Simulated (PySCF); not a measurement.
Identify the unknown among the candidates.

All candidates are C5H10N3 (charge +1).

| technique | computed result |
| --- | --- |
| Triplet | lowest triplet excitation (Tamm–Dancoff): 4.78 eV [TDA CAM-B3LYP/def2-SVPD] |
| Polarisability | 75.5 au [CAM-B3LYP/def2-SVPD] |
| UV, first state | lowest singlet excitation: 5.95 eV (208 nm, f = 0.000) [TDDFT CAM-B3LYP/def2-SVPD] |
| Rotational structure | rotational constants A, B, C: 3.582, 1.714, 1.184 GHz [GFN2-xTB] |

Electronic properties: PySCF, gas phase, density fitting. Levels stand in brackets. Isolated species at its GFN2-xTB geometry, gas phase.

Question: Which candidate is it?
A. `Cc1nn(C)cc1[NH3+]`
B. `CCn1cc[n+](C)n1`
C. `Cc1c[n+](C)nn1C`

Answer: A. It is `Cc1nn(C)cc1[NH3+]`. Numbering: `[CH3:1][c:2]1[n:3][n:4]([CH3:5])[cH:6][c:7]1[NH3+:8]`. By its constants the optimised geometry is an asymmetric top.

The others, at the same levels:
- `Cc1c[n+](C)nn1C` fails: its computed lowest singlet excitation is 6.35 eV (195 nm, f = 0.116) (against 5.95 eV), lowest triplet excitation (Tamm–Dancoff) is 4.39 eV (against 4.78 eV) and rotational constant A is 3.917 GHz (against 3.582 GHz).
- `CCn1cc[n+](C)n1` fails: its computed lowest singlet excitation is 6.66 eV (186 nm, f = 0.088) (against 5.95 eV), static isotropic polarisability is 73.8 au (against 75.5 au) and rotational constant A is 5.227 GHz (against 3.582 GHz).

Each candidate is one conformer, not necessarily the lowest. Dipoles, sizes and rotational constants follow the conformer. The torsions of the flexible species, by atom-mapped SMILES:
- `[CH3:1][CH2:2][n:3]1[cH:4][cH:5][n+:6]([CH3:7])[n:8]1`: C1–C2–N3–C4 -78°
